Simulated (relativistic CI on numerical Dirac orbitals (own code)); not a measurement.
# Xe9+: q coefficients and field-shift factors

Computed by Dirac-Coulomb-Breit CI, orbitals from a KLI potential per configuration, derivatives by finite differences, unscaled Slater integrals, QED left out (own radial code, finite nucleus).

CI space (outside the closed core [Ar] 3d10): 4s2 4p6 4d9, 4s2 4p5 4d10, 4s2 4p6 4d8 4f, 4s2 4p6 4d8 5s, 4s2 4p6 4d8 5p, 4s 4p6 4d10, 4s2 4p6 4d7 5s2, 4s2 4p5 4d9 4f. Levels of other configurations are missing.

With x = (α/α₀)² − 1 an excitation energy changes as ω = ω₀ + qx; K = 2q/ω₀ is the relative enhancement. Terms are leading LS components, so labels can repeat. The field-shift factor is F = δν/δ⟨r²⟩ for the transition from the lowest level.

Lowest level 4s2 4p6 4d9 2D_5/2.

```
                 Level  ω₀ (cm⁻¹)  q (cm⁻¹)  F (GHz/fm²)
    4s2 4p6 4d9 2D_3/2      16688     16520        0.206
 4s2 4p6 4d8 5s 4F_9/2     508085    -57180         44.6
 4s2 4p6 4d8 5s 4F_7/2     514577    -54090         44.1
 4s2 4p6 4d8 5s 4F_5/2     523681    -46060         44.7
 4s2 4p6 4d8 5s 4F_3/2     525383    -48850         44.5
 4s2 4p6 4d8 5s 2F_7/2     527968    -43860         43.8
 4s2 4p6 4d8 5s 2F_5/2     529989    -51910         44.1
 4s2 4p6 4d8 5s 2F_5/2     540789    -40090         44.1
 4s2 4p6 4d8 5s 4P_3/2     541003    -43630         44.5
 4s2 4p6 4d8 5s 4P_1/2     545395    -46430         44.9
 4s2 4p6 4d8 5s 4P_3/2     548836    -40180         44.6
 4s2 4p6 4d8 5s 2G_9/2     556084    -43520         44.4
 4s2 4p6 4d8 5s 2G_7/2     556431    -43020         44.4
 4s2 4p6 4d8 5s 2D_5/2     556717    -28340         44.5
 4s2 4p6 4d8 5s 2P_1/2     557574    -42720         43.4
 4s2 4p6 4d8 5s 2P_3/2     559747    -33680           44
 4s2 4p6 4d8 5s 2S_1/2     608888    -35350         44.7
4s2 4p6 4d8 5p 4D°_7/2     636724    -45880         6.53
4s2 4p6 4d8 5p 2G°_9/2     641807    -47290         6.58
4s2 4p6 4d8 5p 4D°_5/2     651115    -34740         6.47
  4s2 4p5 4d10 2P°_3/2     653529    -17270         5.14
4s2 4p6 4d8 5p 4G°_7/2     654558    -31720         6.72
  4s2 4p5 4d10 2P°_3/2     654832    -12460         4.91
```

At this charge energies of transitions that change n are usually good to better than 1 %, and those within a shell (Δn = 0) to a few per cent. Levels and lines within the n = 5 or 6 shells can be off by up to 10 % or somewhat more, and those that change n by about 2 %, since core polarisation is missing.

Problem. Which transition from the lowest level has the largest |K|?

Solution. 4s2 4p6 4d9 2D_3/2 at 16688 cm⁻¹, K = 1.98.
